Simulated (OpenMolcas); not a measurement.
## N I: terms and fine structure

- Program: OpenMolcas 26.06
- Method: SS-CASPT2, IPEA 0.25 Eh, imaginary shift 0.1 Eh (closed shells correlated: 1s)
- Basis: ANO-RCC-VTZP [4s3p2d1f]
- Scalar Hamiltonian: DKH2, point nucleus
- Active space: 5 electrons in 4 orbitals (2s 2p)
- State averaging: 2S+1 = 4 odd, 1 root; 2S+1 = 2 odd, 8 roots kept (CI in the orbitals of an earlier block); 2S+1 = 4 even, 3 roots
- Spin-orbit coupling: state interaction with AMFI integrals over the reference wave functions, term energies averaged over their components

Spin-free terms above the lowest, with the occupations of the reference:

| Configuration | Term | E (cm⁻¹) | Occupations |
| --- | --- | --- | --- |
| 2s² 2p³ | ⁴S° | 0.0 | 2s 2.00 2p 3.00 |
| 2s² 2p³ | ²D° | 20070 | 2s 2.00 2p 3.00 |
| 2s² 2p³ | ²P° | 29460 | 2s 1.93 2p 3.07 |
| 2s 2p⁴ | ⁴P | 88530 | 2s 1.00 2p 4.00 |

With spin-orbit coupling, above the lowest level:

| Configuration | Term | J | E (cm⁻¹) | Measured (cm⁻¹) | g | Term weight % |
| --- | --- | --- | --- | --- | --- | --- |
| 2s² 2p³ | ⁴S° | 3/2 | 0.0 | 0.0 | 2.002 | 100 |
| 2s² 2p³ | ²D° | 3/2 | 20070 | 19233 | 0.800 | 100 |
| 2s² 2p³ | ²D° | 5/2 | 20070 | 19224 | 1.200 | 100 |
| 2s² 2p³ | ²P° | 3/2 | 29460 | 28839 | 1.334 | 100 |
| 2s² 2p³ | ²P° | 1/2 | 29470 | 28839 | 0.666 | 100 |
| 2s 2p⁴ | ⁴P | 5/2 | 88490 | 88107 | 1.601 | 100 |
| 2s 2p⁴ | ⁴P | 3/2 | 88560 | 88151 | 1.735 | 100 |
| 2s 2p⁴ | ⁴P | 1/2 | 88590 | 88171 | 2.671 | 100 |

Against the 7 measured excited levels shown (NIST Handbook of Basic Atomic Spectroscopic Data) the mean absolute deviation is 590 cm-1; the largest miss in energy is 2s² 2p³ ²D°_5/2: computed 20070, measured 19224 cm⁻¹ (+4.4 %).

CASPT2 breaks the degeneracy within a term, and the mean is taken; among the terms shown or strongly mixed into the levels shown the widest spread is 250 cm-1 (2s² 2p³ ²D°). Terms from blocks run as CI alone lack orbitals of their own. Computed and measured levels are paired by configuration, term and J; levels that our copy of the source lacks, or whose pairing is in doubt (as where it misses far off the trend of its configuration), stay unpaired and out of the deviations. Levels of configurations outside the active space are missing. The first state left out of the spin-orbit step lies near 140000 cm-1 above the lowest spin-free state of the reference (among the parities and spins computed), and the list stops at four fifths of that energy or lower.

The term weight is that of the spin-free term in the level, not the purity of its configuration. ° marks odd parity.
